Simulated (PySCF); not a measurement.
B(OH)(SiH3)2, SMILES OB([SiH3])[SiH3], PBE0/def2-SVP optimised geometry.

```
11

B     -1.17     0.16    -1.61
O     -1.98     0.74    -2.52
H     -2.18     1.66    -2.34
Si    -0.43     1.18     0.00
H      1.06     1.18     0.00
H     -0.89     0.56     1.28
H     -0.90     2.62     0.00
Si    -0.69    -1.80    -1.91
H     -1.06    -2.62    -0.70
H      0.80    -1.94    -2.07
H     -1.35    -2.40    -3.11
```

Density from PBE0/def2-TZVP in PySCF 2.14.0 at that geometry.

Minimum of the electron density along straight lines between bonded atoms, close to the bond critical point (lines longer than 1.1 times the sum of covalent radii, or with two minima, are not listed):

```tsv
bond	length / Å	ρ at the minimum / e bohr⁻³	∇²ρ there / e bohr⁻⁵	position (fraction from the first atom)
B1–O2	1.351	0.211	___	0.33
O2–H3	0.965	___	-2.47	0.81
B1–Si4	2.046	0.109	-0.07	0.62
Si4–H5	1.498	0.116	0.15	0.49
Si4–H6	1.498	0.116	0.15	0.49
Si4–H7	1.504	0.115	0.16	0.49
B1–Si8	2.040	0.109	___	0.62
Si8–H9	1.500	0.116	0.16	0.49
Si8–H10	1.500	0.116	0.16	0.49
Si8–H11	1.497	0.117	0.15	0.49
```

**Question.** Some entries are withheld; supply them.

**Answer.** 
- B1–O2, ∇²ρ there / e bohr⁻⁵: 1.04
- O2–H3, ρ at the minimum / e bohr⁻³: 0.357
- B1–Si8, ∇²ρ there / e bohr⁻⁵: -0.06
